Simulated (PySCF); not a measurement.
Ligands exchanged one at a time, B OH-H. All species are isolated molecules in the gas phase. One relaxed conformer stands for each flexible species; it need not be the lowest. Strings in code marks are SMILES.

The HOMO from two functionals at the same geometries (B3LYP-D3(BJ)/def2-TZVP), both in PySCF: PBE-D3(BJ)/def2-TZVP and B3LYP-D3(BJ)/def2-TZVP. B3LYP has the VWN-RPA correlation part, as in Gaussian. 

| species | PBE-D3(BJ)/def2-TZVP (eV) | B3LYP-D3(BJ)/def2-TZVP (eV) |
|---|---|---|
| 0 of 3 OH replaced by H (`OB(O)O`) | -7.54 | -9.03 |
| 1 of 3 OH replaced by H (`OBO` (H–O–B–O torsion 180°, O–B–O–H torsion 180°)) | -7.51 | -8.93 |
| 2 of 3 OH replaced by H (`BO`) | -7.36 | -8.69 |
| 3 of 3 OH replaced by H (`B`) | -8.48 | -9.75 |

Over these rows, drawn at random from the members with no instability flagged (it was tested for open shells, ions and some series alone), PBE minus B3LYP-D3(BJ): mean +1.37 eV, from +1.26 eV to +1.49 eV.
